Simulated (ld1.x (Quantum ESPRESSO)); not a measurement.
# Which change was made? (Ti, TM)

- Element: Ti (Z = 22)
- Generator: ld1.x (Quantum ESPRESSO) 7.5
- Type: norm-conserving Troullier–Martins (Kleinman–Bylander form)
- Functional: PBE
- Relativity: scalar-relativistic
- Frozen core: [Ne]
- Valence charge: 12
- Reference configuration: 3s2 3p6 3d2 4s2 4p0
- Partial waves: 3p (bound): rc 1.70 bohr; 3d (bound): rc 1.10 bohr; 3s (bound): rc 1.35 bohr
- Local potential: the s channel
- Core correction: none

Occupied shells without a wave of their own: 4s. They enter only through the test configuration that unscreens the potential.

Cutoffs, loose and tight: the cutoffs (Ry, on a coarse ladder) from which the occupation-weighted sum of valence levels, in a spherical-Bessel basis at the reference potential, stays within 10 and 1 mRy of its value at 400 Ry. They do not see the model core or the augmentation charge, which bear on the density cutoff. Test errors are all-electron minus pseudo excitation energies from the reference, over the configurations 3s2 3p6 3d2 4s1 4p0; 3s2 3p6 3d2 4s0 4p0; 3s2 3p6 3d1 4s0 4p0; 3s1 3p6 3d2 4s2 4p0; 3s2 3p6 3d0 4s0 4p0; 3s2 3p6 3d3 4s0 4p0; 3s2 3p6 3d2 4s1 4p1; variants that change the core or the reference have their own tests.

The base gives: outcome: generated, misses its reference levels by 0.24 eV; cutoff, loose: 140 Ry; cutoff, tight: 160 Ry; bound ghosts: none; largest test error (meV): -1767.

(1) After one change the result is: outcome: generated, misses its reference levels by 0.61 eV; cutoff, loose: 140 Ry; cutoff, tight: 160 Ry; bound ghosts: none; largest test error (meV): -4586. Which change was it?
A. wave 3s (bound): rc 1.35 bohr becomes 3s (bound): rc 1.30 bohr
B. wave 3s (bound): rc 1.35 bohr becomes 3s (bound): rc 1.62 bohr
C. wave 3s (bound): rc 1.35 bohr becomes 3s (bound): rc 1.78 bohr

Results:

(1) B. The others give: wave 3s (bound): rc 1.35 bohr becomes 3s (bound): rc 1.78 bohr → outcome: generated, misses its reference levels by 0.93 eV; cutoff, loose: 140 Ry; cutoff, tight: 160 Ry; bound ghosts: none; largest test error (meV): -6889 | wave 3s (bound): rc 1.35 bohr becomes 3s (bound): rc 1.30 bohr → outcome: generated, misses its reference levels by 0.17 eV; cutoff, loose: 140 Ry; cutoff, tight: 160 Ry; bound ghosts: none; largest test error (meV): -1282.
